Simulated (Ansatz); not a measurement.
Consider the formal exchange of groups at a B–C bond: `BC(B)[SiH3]` + `[CH3][GaH][CH3]` → `B[CH2][GaH][CH3]` + `BC[SiH3]`.

Calculated with Ansatz (gas phase, PBE0-D4/def2-TZVP geometries, no zero-point term in ΔE). CCSD(T)/CBS adds triple-zeta CCSD(T) − MP2 to the extrapolated MP2 energy (def2 sets, frozen cores). Functionals use def2-TZVPP. For Ga outer-core shells are correlated without core-valence functions, which leaves a few kJ/mol of doubt a bond. Scalar relativity is left out up to krypton. Each species was taken in one conformer, which may not be the lowest.

```json
{"level": "PBE-D4", "ΔE (kJ/mol)": "-6.0", "difference from CCSD(T)/CBS": "0.8"}
{"level": "r2SCAN-D4", "ΔE (kJ/mol)": "-6.9", "difference from CCSD(T)/CBS": "-0.1"}
{"level": "B2PLYP", "ΔE (kJ/mol)": "-10.9", "difference from CCSD(T)/CBS": "-4.1"}
{"level": "HF/def2-TZVPP", "ΔE (kJ/mol)": "-17.0", "difference from CCSD(T)/CBS": "-10.2"}
{"level": "MP2/def2-TZVPP", "ΔE (kJ/mol)": "-7.1", "difference from CCSD(T)/CBS": "-0.3"}
{"level": "SCS-MP2/def2-TZVPP", "ΔE (kJ/mol)": "-9.4", "difference from CCSD(T)/CBS": "-2.6"}
{"level": "CCSD(T)/def2-TZVPP", "ΔE (kJ/mol)": "-8.3", "difference from CCSD(T)/CBS": "-1.5"}
{"level": "SCS-MP2/def2-QZVPP", "ΔE (kJ/mol)": "-8.4", "difference from CCSD(T)/CBS": "-1.6"}
{"level": "MP2/CBS(def2)", "ΔE (kJ/mol)": "-5.6", "difference from CCSD(T)/CBS": "1.2"}
{"level": "CCSD/CBS(def2)", "ΔE (kJ/mol)": "-8.1", "difference from CCSD(T)/CBS": "-1.3"}
{"level": "CCSD(T)/CBS", "ΔE (kJ/mol)": "-6.8", "difference from CCSD(T)/CBS": "0"}
```

Largest T1 diagnostic among the species: 0.012.

In def2-TZVPP, CCSD(T) changes the Hartree–Fock value by +8.7 kJ/mol (the triples alone add +1.2 kJ/mol) and MP2 by +10.0 kJ/mol.
